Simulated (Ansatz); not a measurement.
Program: Ansatz. Geometries: PBE0-D4/def2-TZVP. ΔE: electronic, gas phase. CCSD(T)/CBS adds triple-zeta CCSD(T) − MP2 to the extrapolated MP2 energy (def2 sets, frozen cores). Functionals use def2-TZVPP. B3LYP here is the variant with VWN-RPA as its local correlation; programs differ in this. For Ge outer-core shells are correlated without core-valence functions, which leaves a few kJ/mol of doubt a bond. Scalar relativity is left out up to krypton. One conformer a species, not always the lowest.

`B[S][GeH3]` + `[SiH3]N[SiH2]Cl` → `BN([SiH3])[SiH2]Cl` + `[SH][GeH3]`  (ligand exchange at a B–S bond)

```tsv
level	ΔE (kJ/mol)	difference from CCSD(T)/CBS
LDA (SPW92)	-21.6	2.8
PBE-D4	-17.6	6.8
BLYP-D4	-23.6	0.8
r2SCAN-D4	-18.9	5.5
B97M-V	-18.5	5.9
PBE0-D4	-20.4	4.0
PBE-QIDH	-21.8	2.6
PBE	-14.8	9.6
B3LYP	-20.8	3.6
r2SCANh	-19.0	5.4
LC-ωPBE	-21.8	2.6
RPA@PBE/def2-TZVPP	-27.3	-2.9
HF/def2-SVP	-32.6	-8.2
MP2/def2-SVP	-31.4	-7.0
SCS-MP2/def2-QZVPP	-25.8	-1.4
HF/CBS(def2)	-28.6	-4.2
CCSD(T)/CBS	-24.4	0
```

Largest T1 diagnostic among the species: 0.014.

Leaving LDA and LC-ωPBE aside and taking each functional with its dispersion term where it has one, the values, not all of them listed here, spread over 10.7 kJ/mol, from BHLYP-D4 to PBE-D4. LDA lies −6.9 kJ/mol from PBE without D4. The D4 term adds −4.4 kJ/mol with B3LYP and −2.5 kJ/mol with PBE0; it sums over pairs of atoms, weighted by their polarisabilities, and B3LYP, whose exchange is more repulsive, gets the larger term. At CCSD(T), def2-SVP lies −8.2 kJ/mol from the extrapolated value and def2-TZVPP −1.3 kJ/mol.
